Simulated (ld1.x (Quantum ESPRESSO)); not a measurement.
**Sc (Z = 21), PAW: configuration errors across variants**

scandium, PAW, made with ld1.x (Quantum ESPRESSO) 7.5 (LDA (PZ), scalar-relativistic). Core [Ne], reference 3s2 3p6 3d1 4s2 4p0. Waves: 3s (bound): rcut 1.55, rcutus 1.75 bohr; 4s (bound): rcut 1.55, rcutus 1.75 bohr; 3p (bound): rcut 1.70, rcutus 1.90 bohr; 4p (bound, empty): rcut 1.70, rcutus 1.90 bohr; 3d (bound): rcut 2.25, rcutus 3.10 bohr; 3d channel at 1.95 Ry: rcut 2.25, rcutus 3.10 bohr. Local part: all-electron potential smoothed inside 1.35 bohr (lloc = -2). Core correction: Bessel-smoothed model core, default radius (core density twice the valence density). Augmentation charge: PSQ, inside the norm-conserving radii.

All-electron excitation energies from the reference (eV): (1) 3s2 3p6 3d1 4s1 4p0 7.067; (2) 3s2 3p6 3d1 4s0 4p0 20.028; (3) 3s2 3p6 3d0 4s0 4p0 45.118; (4) 3s2 3p5 3d1 4s2 4p0 40.144; (5) 3s2 3p6 3d2 4s0 4p0 7.720; (6) 3s2 3p6 3d0 4s2 4p0 8.609; (7) 3s2 3p6 3d1.5 4s1.5 4p0 0.649; (8) 3s2 3p6 3d1 4s2 4p0 spin -0.151; (9) 3s2 3p6 3d1 4s1 4p0 spin 6.520.

Spin tests fill each open shell by Hund’s rule, majority spin first.

The default core radius of the base comes out at 0.56 bohr.

Errors AE − PS in meV (a dash: test not solved or not reliable):

| change | (1) | (2) | (3) | (4) | (5) | (6) | (7) | (8) | (9) | bound ghosts |
| --- | --- | --- | --- | --- | --- | --- | --- | --- | --- | --- |
| base | -0.6 | -2.4 | -4.2 | -6.7 | -3.8 | +0.7 | -0.6 | -0.2 | -0.7 | none |
| core correction a·sin(br)/r model core, default radius (ld1.x builds one for every PAW set, though the input has nlcc=.false.) | -0.6 | -2.4 | -4.9 | -9.1 | -3.8 | +0.1 | -0.7 | -0.2 | -0.6 | none |
| core correction Bessel-smoothed model core inside 0.68 bohr | -0.6 | -2.4 | -4.3 | -6.9 | -3.8 | +0.7 | -0.6 | -0.2 | -0.7 | none |
| core correction Bessel-smoothed model core inside 0.82 bohr | -0.6 | -2.4 | -4.4 | -7.4 | -3.8 | +0.5 | -0.7 | -0.2 | -0.7 | none |
| core correction Bessel-smoothed model core inside 1.00 bohr | -0.6 | -2.4 | -4.7 | -8.4 | -3.8 | +0.3 | -0.6 | -0.2 | -0.7 | none |
| core correction Bessel-smoothed model core inside 1.22 bohr | -0.6 | -2.4 | -4.8 | -9.0 | -3.8 | +0.1 | -0.6 | -0.2 | -0.7 | none |
| core correction Bessel-smoothed model core inside 1.38 bohr | -0.6 | -2.4 | -4.9 | -9.1 | -3.8 | +0.1 | -0.6 | -0.2 | -0.6 | none |
| core correction Bessel-smoothed model core inside 1.58 bohr | -0.6 | -2.4 | -4.9 | -9.1 | -3.8 | +0.1 | -0.7 | -0.2 | -0.6 | none |
| core correction Bessel-smoothed model core inside 1.78 bohr | -0.6 | -2.4 | -4.9 | -9.1 | -3.8 | +0.1 | -0.7 | -0.2 | -0.6 | none |
| core correction Bessel-smoothed model core inside 2.06 bohr | -0.6 | -2.4 | -4.9 | -9.1 | -3.8 | +0.1 | -0.6 | -0.2 | -0.6 | none |

Problem. Give the same row for: core correction Bessel-smoothed model core inside 1.96 bohr.

Solution. -0.6, -2.4, -4.9, -9.1, -3.8, +0.1, -0.6, -0.2, -0.6; bound ghosts: none.
